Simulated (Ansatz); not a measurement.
`C[SiH2]BO` + HCl → `C[SiH2]BCl` + H₂O at 700 K and 1 bar (ligand exchange at a B–O bond).

Calculated with Ansatz (gas phase, PBE0-D4/def2-TZVP geometries, no zero-point term in ΔE). CCSD(T)/CBS adds triple-zeta CCSD(T) − MP2 to the extrapolated MP2 energy (def2 sets, frozen cores). This one scheme is used for every species. One conformer a species, not always the lowest.

| species | CCSD(T)/CBS energy (Eh) | H − E (kJ/mol) | S (J/(mol·K)) |
| --- | --- | --- | --- |
| `C[SiH2]BO` | -431.35068 | 290.2 | 451.2 |
| HCl | -460.38127 | 38.4 | 211.8 |
| `C[SiH2]BCl` | -815.33859 | 250.5 | 457.1 |
| H₂O | -76.37941 | 80.5 | 218.4 |

H − E and S are ideal-gas, rigid-rotor, harmonic terms from PBE0-D4/def2-TZVP, for one conformer and one mirror image of each species. 1 Eh = 2625.50 kJ/mol, R = 8.31446 J/(mol·K).

Task: By hand: ΔE, ΔH, ΔS and ΔG.

Result: ΔE = (-815.33859) + (-76.37941) − (-431.35068) − (-460.38127) = 0.01395 Eh = 36.6 kJ/mol. Δ(H − E) = 250.5 + 80.5 − 290.2 − 38.4 = 2.4, so ΔH = 39.0 kJ/mol. ΔS = 457.1 + 218.4 − 451.2 − 211.8 = 12.5 J/(mol·K). ΔG = 39.0 − 700 × (12.5)/1000 = 30.2 kJ/mol.

Task: By hand: the equilibrium constant, and the temperature at which ΔG would vanish if ΔH and ΔS stayed fixed.

Result: log₁₀ K = −ΔG/(RT ln 10) = -2.3. ΔG = 0 at ΔH/ΔS = 3120 K, far beyond where these terms or the molecules hold.

The number of gas molecules stays the same, so ΔS is small and ΔH decides. A doubt of 5 kJ/mol in ΔE shifts log₁₀ K by 0.4 here. Other conformers and mirror images would add mixing entropy, several J/(mol·K) or more a flexible species. Modes under 60 cm⁻¹, often nearly free rotors, make the harmonic entropy too high. These are equilibria of isolated gas molecules and say nothing of rates. Largest T1 diagnostic: 0.013 (customary marks: 0.02 for closed shells, 0.045 for open ones).
